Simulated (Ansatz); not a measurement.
One change: `C[CH2][Al]([OH])[OH]` becomes `C[O][Al]([OH])[OH]`.

Ansatz, PBE0-D4/def2-TZVP geometries, multiplicity 1. Each molecule was computed in one conformer, which needn't be the lowest.

```json
{"property": "LUMO energy (PBE/def2-TZVPP) / eV", "`C[CH2][Al]([OH])[OH]`": "-0.88"}
{"property": "HOMO–LUMO gap (PBE/def2-TZVPP) / eV", "`C[CH2][Al]([OH])[OH]`": "5.57"}
{"property": "HOMO–LUMO gap (ωB97M-V/def2-TZVPP) / eV", "`C[CH2][Al]([OH])[OH]`": "11.45"}
{"property": "HOMO–LUMO gap (PBE0/def2-TZVPP) / eV", "`C[CH2][Al]([OH])[OH]`": "7.72"}
{"property": "HOMO energy (ωB97M-V/def2-TZVPP) / eV", "`C[CH2][Al]([OH])[OH]`": "-10.04"}
{"property": "HOMO energy (PBE0/def2-TZVPP) / eV", "`C[CH2][Al]([OH])[OH]`": "-7.78"}
```

Q: Give the same properties after the change, and the shifts. (Best estimate.)

A: Ansatz gave: 
| property | `C[O][Al]([OH])[OH]` | shift |
| --- | --- | --- |
| LUMO energy (PBE/def2-TZVPP) / eV | -1.23 | -0.35 |
| HOMO–LUMO gap (PBE/def2-TZVPP) / eV | 5.27 | -0.30 |
| HOMO–LUMO gap (ωB97M-V/def2-TZVPP) / eV | 11.71 | 0.26 |
| HOMO–LUMO gap (PBE0/def2-TZVPP) / eV | 7.72 | 0.00 |
| HOMO energy (ωB97M-V/def2-TZVPP) / eV | -10.50 | -0.46 |
| HOMO energy (PBE0/def2-TZVPP) / eV | -8.07 | -0.29 |

The zero-point energy changes by -58.7 kJ/mol with -6 modes.
